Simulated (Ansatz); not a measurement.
Ideal-gas functions of `C[O][Ge]([Cl])([Cl])[Cl]` at 298.15 K and 1 bar, from an Ansatz frequency run at PBE0-D4/def2-TZVP.

Molar mass 210.0 g/mol, point group Cs (symmetry number 1), electronic degeneracy 1, moments of inertia 384.368, 435.129, 474.049 u Å². Harmonic wavenumbers (cm⁻¹, unscaled): 60, 105, 112, 139, 145, 170, 232, 299, 409, 451, 471, 676, 1100, 1178, 1197, 1474, 1493, 1497, 3031, 3101, 3139.

Use S(trans) = R[1.5 ln M + 2.5 ln T − 1.1517]; rotational temperatures θ = 24.2544 K / I; S(rot) = R[ln(√π/σ · √(T³/θAθBθC)) + 1.5]; for each mode x = 1.438777 ν̃/T, S = R[x/(eˣ − 1) − ln(1 − e⁻ˣ)] and H = RT x/(eˣ − 1); 1 cm⁻¹ = 0.0119627 kJ/mol; R = 8.31446 J/(mol·K).

Question: By hand: the entropy, in J/(mol·K).

Answer: Translation 175.5. Rotation: θ = 0.0631, 0.0557, 0.0512 K, giving 124.1. Vibration, mode by mode: 18.65, 14.06, 13.53, 11.79, 11.45, 10.19, 7.80, 5.95, 3.89, 3.32, 3.07, 1.41, 0.26, 0.19, 0.18, 0.05, 0.05, 0.05, 0.00, 0.00, 0.00, in all 105.9. Electronic 0.0. Sum 405.5 J/(mol·K).

Question: By hand: H − E and G − E in kJ/mol, counted from the electronic energy.

Answer: Zero-point energy ½ × 20479 × 0.0119627 = 122.5; thermal vibration 16.1; translation, rotation and pV give 4 RT = 9.9. H − E = 148.5 kJ/mol, and G − E = 148.5 − 298.15 × 405.5/1000 = 27.6 kJ/mol.

Vibration gives 26 % of the entropy, 69.5 J/(mol·K) of it from the modes under 150 cm⁻¹: soft modes count most, and the harmonic formula is weakest for them. The sum counts one conformer and one mirror image; others add a mixing term.
